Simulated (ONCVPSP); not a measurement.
**Configuration tests for copper (Cu) (ONCV)**

- Element: Cu (Z = 29)
- Generator: ONCVPSP 4.0.1
- Type: optimised norm-conserving Vanderbilt (ONCV)
- Functional: PBEsol
- Relativity: scalar-relativistic
- Frozen core: [Ne]
- Valence charge: 19
- Reference configuration: 3s2 3p6 3d10 4s1
- Partial waves: 3s+4s: rc 1.45 bohr, ncon 3, nbas 7, qcut 6.8 1/bohr, 2 projectors; 3p: rc 0.85 bohr, ncon 4, nbas 7, qcut 17.9 1/bohr, 2 projectors, debl 3.6 Ha; 3d: rc 1.15 bohr, ncon 4, nbas 8, qcut 10.7 1/bohr, 2 projectors, debl 2.6 Ha
- Local potential: polynomial inside 0.60 bohr (lpopt 4, dvloc0 0 Ha)
- Core correction: Teter function, fcfact 5.75, rcfact 1.5

Energies are relative to the spin-unpolarised reference configuration 3s2 3p6 3d10 4s1; without spin polarisation the order of configurations can differ from experiment. Not all tests gave a result: 1 of 4 tests not solved or not reliable.

| valence configuration | charge | ΔE all-electron (eV) | error AE − PS (meV) |
| --- | --- | --- | --- |
| 3s2 3p6 3d10 4s0 | +1 | 8.106 | +3.3 |
| 3s2 3p6 3d9 4s0 | +2 | 29.419 | 0.0 |
| 3s2 3p6 3d9 4s1 4p1 | 0 | 6.865 | +7.4 |
